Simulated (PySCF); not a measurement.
Two probes of the same atoms: core binding energy and nuclear shielding

C3H6N2Si.
SMILES with atom numbers: `[SiH3:1][n:2]1[cH:3][cH:4][n:5][cH:6]1`

Binding energies: delta-SCF UKS SCAN, pcX-2 on the ionised atom, pcseg-1 elsewhere, spin-free X2C in PySCF. Shieldings: GIAO PBE0/pcSseg-1, non-relativistic, same geometry.

| atom | C 1s (eV) |
| --- | --- |
| C3 | 291.02 |
| C4 | 290.68 |
| C6 | 291.69 |

Q: What are the absolute isotropic shieldings of these atoms?

A: 
```
atom                          environment  C 1s (eV)  isotropic shielding (ppm)
  C4  aromatic CH next to a ring nitrogen     290.68                       44.8
  C3  aromatic CH next to a ring nitrogen     291.02                       60.1
  C6  aromatic CH next to a ring nitrogen     291.69                       39.4
```

Q: Among the listed atoms, is the one with the highest binding energy also the least shielded?

A: Yes: C6 has both (291.69 eV, 39.4 ppm).

By binding energy: C4 < C3 < C6. By shielding: C6 < C4 < C3.

Isolated species at its PBE0-D3(BJ)/def2-SVP geometry, gas phase.
